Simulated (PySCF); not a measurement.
Job for PySCF: R-HF/STO-3G on ClFH4InN (a complex).

```python
from pyscf import gto, scf, dft, mp
from pyscf.data.elements import chemcore

mol = gto.M(
    atom='''
    F     0.88015887    1.42083704    1.16466787
    In   -0.72704925    0.27460369    1.39663289
    Cl   -2.20336360    1.29155318    2.95065230
    H    -1.21903755   -0.78506614    0.15777114
    N     0.53122399   -0.74494698    3.07073120
    H     1.38666430   -0.19615997    3.02316728
    H     0.07825889   -0.56167718    3.96121358
    H     0.76564514   -1.72999248    3.01548682
    ''',
    basis='sto-3g',
    charge=0, spin=0, verbose=3, max_memory=1800)
mf = scf.RHF(mol)
mf.conv_tol = 1e-8
mf.max_cycle = 100
mf.kernel()
if not mf.converged:
    mf = mf.newton().run(mf.mo_coeff, mf.mo_occ)
```

Q: Predict the final total energy.

A: -6291.6819 hartree.
